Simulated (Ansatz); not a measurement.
Program: Ansatz. Geometries: PBE0-D4/def2-TZVP. ΔE: electronic, gas phase. CBS: MP2 limit from def2 TZ/QZ plus the TZ coupled-cluster correction, frozen cores. Functionals use def2-TZVPP. Elements past krypton have def2 core potentials. For Ge, Sn outer-core shells are correlated without core-valence functions, which leaves a few kJ/mol of doubt a bond. Scalar relativity is left out up to krypton. Each species was taken in one conformer, which may not be the lowest.

Consider the redistribution: `C[S][Sn]([F])([F])[F]` + `C[O][GeH2][Cl]` → `[F][SnH]([F])[F]` + `C[O][GeH]([Cl])[S]C`.

Task: Is it downhill or uphill in electronic energy at CCSD(T)/CBS, and by how much? (Estimate.)

Result: The calculation gave: Downhill: ΔE = -7.3 kJ/mol.

Task: What do these levels give: ωB97X-V, B2PLYP, PBE, r2SCAN, HF/def2-QZVPP, CCSD/CBS(def2)? (Estimate.)

Result: The calculation gave: ωB97X-V -11.6, B2PLYP -7.4, PBE -6.1, r2SCAN -8.7, HF/def2-QZVPP -1.4, CCSD/CBS(def2) -6.1 kJ/mol.

Largest T1 diagnostic among the species: 0.015.

In def2-TZVPP, CCSD(T) changes the Hartree–Fock value by −9.5 kJ/mol (the triples alone add −1.2 kJ/mol) and MP2 by −11.0 kJ/mol. The D4 term adds −6.4 kJ/mol with B3LYP and −3.8 kJ/mol with PBE0; it sums over pairs of atoms, weighted by their polarisabilities, and B3LYP, whose exchange is more repulsive, gets the larger term.

B3LYP here is the variant with VWN-RPA as its local correlation; programs differ in this.
